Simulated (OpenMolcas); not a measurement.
4f ions of charge +4 along the row

| Property | Result |
| --- | --- |
| Program | OpenMolcas 26.06 |
| Method | SS-CASPT2, IPEA 0.25 Eh, imaginary shift 0.1 Eh |
| Basis | ANO-RCC-VTZP |
| Scalar Hamiltonian | DKH2, point nucleus |
| Spin-orbit coupling | RASSI with atomic mean-field integrals over the reference wave functions, term energies averaged over their components |

Active space: the 4f shell; CASPT2 also correlates the outermost closed s and p core shells.

ζ = ±2S·A comes from the whole width of the ground multiplet by E(J) = (A/2) J(J+1), where its levels are at least 85 % pure. Energies in cm-1.

```tsv
Ion	Configuration	Lowest level	Weight (%)	g	g, pure LS	Next level	E	E measured	ζ	ζ measured
Nd4+	4f2	3H4	97	0.807	0.800	3H5	3010	2834	1111	1044
Pm4+	4f3	4I* 9/2	96	0.733	0.727	4I* 11/2	2600		1262	
Sm4+	4f4	5I4	97	0.605	0.599	5I5	2040		1383	
Eu4+	4f5	6H* 5/2	95	0.299	0.284	6H* 7/2	1431		1592	
Gd4+	4f6	7F0	92			7F1	533		1910	
Tb4+	4f7	8S* 7/2	97	1.993	2.002	6P* 7/2 [75 %]	38810			
Dy4+	4f8	7F6	95	1.493	1.501	7F5	2560		2005	
Ho4+	4f9	6H* 15/2	93	1.325	1.334	6H* 13/2	4250		2252	
Er4+	4f10	5I8	93	1.242	1.251	5I7	6120		2436	
Tm4+	4f11	4I* 15/2	97	1.197	1.200	4I* 13/2	7760			
Yb4+	4f12	3H6	99	1.166	1.167	3F4 [61 %]	6470	6112
```

Measured columns use the levels in the list in Carvajal Gallego et al., Mon. Not. R. Astron. Soc. 518, 332 (2023) (Nd4+); the list in Tchang-Brillet, Wyart, Meftah and Ait Mammar, Atoms 6, 52 (2018) (Yb4+).

The computed ζ goes from 1111 (Nd4+) to 2436 cm-1 (Er4+), a factor of 2.19, rising at every step.

CASPT2 does not keep the components of a term degenerate, so their means are used; among the low terms the widest spread is 1100 cm-1 (4f12 1I, Yb4+). The CASPT2 spread within a term exceeds the gap to the next term for 4f4 3H(1) and 4f4 5G, so the order of their levels is uncertain, and so are names and mixing where such terms share a J (figures for Sm4+; the like holds for Er4+, Tm4+). Some terms miss by over 15 % even with CASPT2, which points to a basis or an active space too small for the shells correlated (holds for Nd4+). High states are left out of the spin-orbit mixing, which shifts the levels that they would mix with (holds for Pm4+; Sm4+; Eu4+; Gd4+; Tb4+; Dy4+; Ho4+; Er4+; Tm4+). Some high roots are left out of the spin-orbit mixing, which shifts the levels that they would mix with (holds for Yb4+). Computed and measured levels are paired by configuration, term and J; levels that our copy of the source lacks, or whose pairing is in doubt (as where it misses far off the trend of its configuration), stay unpaired and out of the deviations. Only configurations of the active space appear.

A share in square brackets marks a mixed level and gives the weight of the term that names it, the lowest over the columns. A number in round brackets counts repeated terms of one configuration in the order of the reference energies. * marks odd parity.
